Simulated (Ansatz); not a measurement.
```xyz
10

C    -0.925    0.066    0.370
C     0.239    0.854   -0.213
Si    1.827   -0.069   -0.752
O     1.464   -1.639   -0.382
H    -0.635   -0.468    1.281
H    -1.768    0.708    0.639
H    -1.308   -0.673   -0.341
H    -0.078    1.428   -1.097
H     0.581    1.628    0.490
H     0.604   -1.834    0.005
```

Total charge 0; spin multiplicity 1.

Question: List the r2SCAN/def2-TZVPP orbital energies in eV (Ansatz 0.2.0). (Estimate.)

Answer: Ansatz gave: Occupied: -1791.27, -516.12, -273.23, -272.76, -141.56, -96.56, -96.42, -96.29, -26.52, -19.93, -16.31, -13.93, -11.53, -11.50, -10.05, -9.47, -9.03, -8.78, -8.00, -5.32. Lowest empty: -2.19, -0.01, 1.07, 2.08, 2.45, 2.55, 2.87, 3.07.
